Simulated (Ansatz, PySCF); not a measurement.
Energy difference 0.5 R1 + 0.5 R2 → P1, each structure at its B3LYP-D3(BJ)/def2-TZVP stationary point, reached from a drawn start (curvature not checked).
P1, CH2F2 (SMILES FCF) (charge 0, multiplicity 1):
```xyz
5

F     -1.083    -0.747    -0.068
C     -0.002     0.078     0.009
F      1.127    -0.677    -0.089
H     -0.008     0.574     0.981
H     -0.032     0.772    -0.833
```
R1, CF4 (SMILES FC(F)(F)F) (charge 0, multiplicity 1):
```tsv
atom	x (Å)	y (Å)	z (Å)
F	-0.0369	-1.0400	-0.8218
C	0.0000	0.0000	0.0000
F	-0.1398	1.1194	-0.6970
F	-0.9859	-0.0979	0.8814
F	1.1626	0.0186	0.6375
```
R2: CH4 (SMILES C), charge 0, multiplicity 1.

P less R. No zero-point or thermal terms.

Cores are frozen in the correlated methods. CBS: X⁻³ extrapolation of the correlation energy, Hartree–Fock from the larger set.

Codes used: Ansatz (a program for electronic structure); PySCF for M06-2X and the D3/D4 terms. Each number belongs to the level named beside it.

| level | reaction energy (kcal/mol) |
|---|---|
| B3LYP/def2-TZVPP | 10.38 |
| PBE0-D3(BJ)/def2-TZVPP | 12.11 |
| BHLYP/def2-TZVPP | 11.15 |
| M06-2X/def2-TZVPP | 11.67 |
| MP2/cc-pVDZ | 15.78 |
| MP2/cc-pVQZ | 12.09 |
| CCSD/cc-pVDZ | [?] |
| CCSD/cc-pVTZ | [?] |
| CCSD(T)/CBS(cc-pVTZ, cc-pVQZ) | [?] |

Problem. Fill in the missing entries.

Solution. 
- CCSD/cc-pVDZ, reaction energy (kcal/mol): 14.55
- CCSD/cc-pVTZ, reaction energy (kcal/mol): 12.49
- CCSD(T)/CBS(cc-pVTZ, cc-pVQZ), reaction energy (kcal/mol): 11.56
